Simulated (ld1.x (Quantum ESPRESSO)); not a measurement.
## I: one change to a TM semilocal potential, before and after

```
Element                 : iodine (I)
Generator               : ld1.x (Quantum ESPRESSO) 7.5
Type                    : norm-conserving Troullier–Martins (semilocal form)
Functional              : PW91
Relativity              : scalar-relativistic
Frozen core             : [Kr]
Valence charge          : 17
Reference configuration : 4d10 5s2 5p4 (charge +1)
Partial waves           : 5s (bound): rc 1.65 bohr; 4d (bound): rc 1.50 bohr; 5p (bound): rc 2.10 bohr
Local potential         : the p channel
Core correction         : a·sin(br)/r model core inside 0.80 bohr
```

Change: all radii but the core radius scaled by about 0.80 (s 1.32, p 1.70, d 1.20 bohr).

Cutoffs: the cutoffs (Ry, on a coarse ladder) from which the occupation-weighted sum of valence levels, in a spherical-Bessel basis at the reference potential, stays within 10 and 1 mRy of its value at 400 Ry; they do not see the model core or the augmentation charge, which bear on the density cutoff. Errors are all-electron minus pseudo energies relative to the spin-unpolarised reference configuration.

Problem. Predict the effect on cutoff, ghosts and configuration errors.

Solution. The potential gets harder (100 Ry and 160 Ry → 120 Ry and 230 Ry); of the 7 tests that both files solve, the error grows in 5 and shrinks in 2 by more than 15 % and 0.3 meV (median size 5.7 → 9.1 meV); neither file shows a bound ghost. A smaller radius makes the pseudo-wave follow the all-electron one further in, where it bends more sharply, so more plane waves are needed. A semilocal file is local in each channel, so a ghost entry of none says nothing of the separable form that plane-wave codes build from it.

```tsv
quantity	base	changed
cutoff, loose	100 Ry	120 Ry
cutoff, tight	160 Ry	230 Ry
loose cutoff by channel (10 mRy a level)	s 25 Ry, d 90 Ry, p 15 Ry	s 45 Ry, d 100 Ry, p 21 Ry
bound ghosts	none	none
error for 4d10 5s2 5p5, meV [ΔE -11.19 eV]	+5.7	+6.7
error for 4d10 5s2 5p3, meV [ΔE 19.92 eV]	-1.6	+0.7
error for 4d10 5s2 5p2, meV [ΔE 49.33 eV]	+4.0	+15
error for 4d10 5s2 5p5.3, meV [ΔE -12.98 eV]	+7.4	+9.1
error for 4d10 5s1 5p6, meV [ΔE -0.74 eV]	-2.1	-8.4
error for 4d9 5s2 5p5, meV [ΔE 47.12 eV]	-363	-112
error for 4d10 5s2 5p1, meV [ΔE 88.87 eV]	+16	+43
```
